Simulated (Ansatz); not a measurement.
Consider the ligand exchange at the Si–C bond: `FC[SiH2]Br` + H₂Se → `[SeH][SiH2]Br` + `CF`.

Gas-phase electronic energies from Ansatz, PBE0-D4/def2-TZVP geometries. CCSD(T)/CBS adds triple-zeta CCSD(T) − MP2 to the extrapolated MP2 energy (def2 sets, frozen cores). This one scheme is used for every species. DFT in def2-TZVPP. B3LYP here is the variant with VWN-RPA as its local correlation; programs differ in this. For Br, Se outer-core shells are correlated without core-valence functions, which leaves a few kJ/mol of doubt a bond. Scalar relativity is left out up to krypton. One conformer a species, not always the lowest.

| level | ΔE (kcal/mol) | difference from CCSD(T)/CBS |
| --- | --- | --- |
| BLYP-D4 | -18.2 | 1.4 |
| PBE0-D4 | -19.7 | -0.1 |
| B3LYP-D4 | -18.8 | 0.8 |
| r2SCANh-D4 | -19.5 | 0.1 |
| r2SCAN0-D4 | -19.8 | -0.2 |
| ωB97M-V | -18.1 | 1.5 |
| PBE | -18.9 | 0.7 |
| revPBE | -19.1 | 0.5 |
| HF/def2-QZVPP | -19.2 | 0.4 |
| MP2/def2-QZVPP | -21.0 | -1.4 |
| CCSD(T)/CBS | -19.6 | 0 |

Q: What do rigid-rotor, harmonic-oscillator terms from PBE0-D4/def2-TZVP frequencies (298.15 K, 1 bar) make of the CCSD(T)/CBS value? (Best estimate.)

A: The calculation gave: ΔZPE = +2.7 kcal/mol, ΔH = -17.2 kcal/mol, ΔS = 0 J/(mol·K), ΔG = -17.3 kcal/mol.

Largest T1 diagnostic among the species: 0.009.

From BLYP to BHLYP (50 % exact exchange), in def2-TZVPP and without D4, ΔE moves by −1.0 kcal/mol. Leaving LDA and LC-ωPBE aside and taking each functional with its dispersion term where it has one, the values, not all of them listed here, spread over 2.5 kcal/mol, from PBE-QIDH to CAM-B3LYP-D4. LDA lies +1.1 kcal/mol from PBE without D4.
